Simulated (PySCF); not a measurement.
Simulated C 1s region for `C[Si@@H]1CCC[Si@@H]1P`, binding energy against the vacuum level.

Every computed line was given a Gaussian of 0.6 eV full width at half maximum and an area set by the number of equivalent atoms; the highest printed point is 100. Theory: delta-SCF UKS SCAN, pcX-2 on the ionised atom, pcseg-1 elsewhere, spin-free X2C in PySCF 2.14.0.

binding energy (eV), intensity and a bar:
```
    288.9          0 
    289.0          0 
    289.1          1 
    289.2          4 #
    289.3          9 ###
    289.4         20 ######
    289.5         37 ###########
    289.6         58 #################
    289.7         80 ########################
    289.8         96 #############################
    289.9        100 ##############################
    290.0         93 ############################
    290.1         79 ########################
    290.2         65 ###################
    290.3         54 ################
    290.4         46 ##############
    290.5         39 ############
    290.6         32 ##########
    290.7         23 #######
    290.8         15 ####
    290.9          8 ##
    291.0          4 #
    291.1          2 
    291.2          1 
    291.3          0
```

Count the maxima, the lines and the sites behind this envelope.

The curve has 1 maximum (at 289.9 eV). Under it lie 4 lines from 4 inequivalent carbon sites. At this width some lines have no maximum of their own.

Decompose the envelope and assign each component. Numbering: `[CH3:1][Si@@H:2]1[CH2:3][CH2:4][CH2:5][Si@@H:6]1[PH2:7]`.

```csv
position (eV),relative area,line,atoms,environment
289.79,1,C 1s,C3,sp3 carbon bound to silicon
289.85,1,C 1s,C5,sp3 carbon bound to silicon
289.97,1,C 1s,C1,Si-methyl carbon
290.47,1,C 1s,C4,ring CH2 carbon
```

The listed C 1s values span 0.68 eV, from C3 (bonded to C, 2 H and Si) to C4 (bonded to 2 C and 2 H). The widest gap between neighbouring values is 0.50 eV, between 289.97 and 290.47 eV.

The curve has no shake-up lines and no vibrational structure. The structure is a single PBE0-D3(BJ)/def2-SVP conformer in the gas phase; no vibrational or solvent corrections.
